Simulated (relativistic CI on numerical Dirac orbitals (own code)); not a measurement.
# Co2+ in a cubic cluster: 2p photoemission with charge transfer

Computed with a charge-transfer multiplet model of a cubic metal-ligand cluster with up to 2 ligand holes, Slater and spin-orbit integrals from Dirac-Coulomb-Breit ions, Slater integrals scaled by 0.8. The ground state mixes d7 with configurations of k ligand holes L, whose averages lie at kΔ + k(k − 1)U_dd/2; a core hole lowers each added d electron by U_cd. 300 K, Lorentzian 0.6 eV and Gaussian 0.8 eV FWHM.

Atomic integrals in eV (Slater integrals scaled, ζ unscaled), ground: F2dd 9.233, F4dd 5.731, zeta_d 0.063; with the core hole: F2dd 10.695, F4dd 6.685, zeta_d 0.093, zeta_core 9.664, F2cd 6.345, G1cd 4.816, G3cd 2.738.

Cluster parameters (eV): Δ = 4.4, U_cd = 7.4, 10Dq = 1.35, 10Dq(ligand) = 0.9, V(eg) = 2.7, V(t2g) = -1.36, final-state hopping factor = 0.8.

```tsv
Case	n_d	d7	d8L	d9L2	S
U_dd = 4.3 eV	7.42	0.62	0.35	0.03	0.55
U_dd = 5 eV	7.41	0.62	0.35	0.03	0.55
U_dd = 5.7 eV	7.40	0.63	0.34	0.03	0.56
U_dd = 6.4 eV	7.39	0.63	0.34	0.03	0.56
U_dd = 8.5 eV	7.38	0.64	0.34	0.02	0.57
```

Weights, n_d and S are thermal averages at 300 K. Binding energies count from the first peak over 30 % of the highest in each spectrum, which can be another peak from case to case. The parameters are a model scan and need not match a compound or its usual spin state. Peaks in eV (height, largest 100):
- U_dd = 4.3 eV: 0.0 (100), 4.5 (12), 7.0 (28), 9.8 (12), 15.2 (50), 22.5 (15)
- U_dd = 5 eV: 0.0 (100), 7.3 (26), 10.2 (11), 15.2 (50), 22.8 (15)
- U_dd = 5.7 eV: 0.0 (100), 7.5 (24), 10.5 (10), 15.3 (50), 18.7 (6), 23.0 (14)
- U_dd = 6.4 eV: 0.0 (100), 7.6 (23), 10.7 (9), 15.2 (49), 18.7 (6), 23.1 (14)
- U_dd = 8.5 eV: 0.0 (100), 8.0 (19), 15.3 (48), 18.8 (6), 23.6 (13)

Curve for U_dd = 6.4 eV (points under 2 left out, the grid thinned):

```tsv
E (eV)	Intensity
-3.2	2.1
-2.5	3.4
-1.9	6.2
-1.2	19.1
-0.6	64.2
0.1	97.5
0.8	54.7
1.4	34.2
2.1	18.6
2.7	15.8
3.4	14.7
4.0	13.7
4.7	13.0
5.4	10.0
6.0	7.9
6.7	13.3
7.3	21.6
8.0	20.8
8.7	15.3
9.3	10.8
10.0	8.3
10.6	8.9
11.3	7.3
12.0	4.7
12.6	4.2
13.3	5.0
13.9	9.5
14.6	32.5
15.3	49.1
15.9	34.8
16.6	18.6
17.2	13.8
17.9	7.1
18.6	5.8
19.2	5.2
19.9	3.3
20.5	2.6
21.2	2.7
21.8	4.9
22.5	11.2
23.2	13.7
23.8	9.8
24.5	6.9
25.1	4.3
25.8	2.1
```

For the case U_dd = 6.4 eV, Δ = 4.4 eV is smaller than U_dd = 6.4 eV, the charge-transfer side of the Zaanen-Sawatzky-Allen scheme. With the core hole the average of the configuration with one ligand hole lies at Δ − U_cd = -3.0 eV before mixing: the effective hopping of about 3.4 eV (from the holes of the mixed ground state) is comparable with this gap or larger, so the configurations mix strongly.

With at most 2 ligand holes the space is cut while the next configuration still counts, so covalency is underestimated, and a final configuration with one more ligand hole, which can lie low, is missing from the spectra.
